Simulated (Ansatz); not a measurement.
H2Pb2, SMILES [PbH]#[PbH].

The structure is a stationary point at PBE0-D3(BJ)/def2-TZVP. The def2 effective core potentials stand for the cores of Pb; spin–orbit coupling is left out.

Two levels are set side by side: PBE/def2-TZVPD (Ansatz, an electronic-structure program) and PBE0/def2-TZVPD (Ansatz). Energy differences of separate SCF runs at the same geometry; the states with an electron removed or added have multiplicity 2 and 2. Differences are taken from unrounded values.

| quantity | PBE0 |
|---|---|
| vertical ionisation energy (eV) | 6.61 |
| vertical electron affinity (eV) | 0.39 |
| vertical singlet–triplet gap (eV) | 1.23 |

Question: What does PBE give, and how far is it from PBE0? (The exact figures need the calculation; the answer reports its results.)

Answer: 
```csv
quantity,PBE,PBE minus PBE0
vertical ionisation energy (eV),6.63,0.02
vertical electron affinity (eV),0.42,0.03
vertical singlet–triplet gap (eV),1.34,0.11
```
